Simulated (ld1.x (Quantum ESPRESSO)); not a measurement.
## Transferability test, PAW potential for antimony (Sb)

antimony, PAW, made with ld1.x (Quantum ESPRESSO) 7.5 (PBEsol, scalar-relativistic). Core [Kr] 4d10, reference 5s2 5p2.5 (charge +0.5). Waves: 5s (bound): rcut 2.00, rcutus 2.10 bohr; 5s channel at 0.4 Ry: rcut 2.00, rcutus 2.10 bohr; 5p (bound): rcut 2.05, rcutus 2.40 bohr; 5p channel at 1.85 Ry: rcut 2.05, rcutus 2.40 bohr; 5d channel at 0.4 Ry: rcut 1.60, rcutus 1.95 bohr; 5d channel at 1.7 Ry: rcut 1.60, rcutus 1.95 bohr. Local part: all-electron potential smoothed inside 1.45 bohr (lloc = -2). Core correction: Bessel-smoothed model core, default radius (core density twice the valence density). Augmentation charge: PSQ, inside the norm-conserving radii.

Energies are relative to the spin-unpolarised reference configuration 5s2 5p2.5; without spin polarisation the order of configurations can differ from experiment. Not all tests gave a result: test run stopped at test 5 of 7 (negative rho).

```json
{"valence configuration": "5s2 5p2", "charge": "+1", "ΔE all-electron (eV)": "5.071", "error AE − PS (meV)": "-3.3"}
{"valence configuration": "5s0 5p5", "charge": "0", "ΔE all-electron (eV)": "13.221", "error AE − PS (meV)": "-32"}
```

**Question.** What are ΔE and the potential's error for 5s2 5p1?

**Answer.** ΔE = 21.083 eV all-electron; the error (AE − PS) is -39 meV.

**Question.** What are ΔE and the potential's error for 5s2 5p3?

**Answer.** ΔE = -3.273 eV all-electron; the error (AE − PS) is -0.1 meV.

Levels in the configuration 5s2 5p1:

```
level  all-electron (eV)  pseudo (eV)
   5s            -29.506      -29.605
   5p            -20.127      -20.190
```

Note: ghost state, extra bound levels that the all-electron valence spectrum of the same l lacks: d at -34.0 eV. A true bound ghost makes a file unfit for plane-wave use.
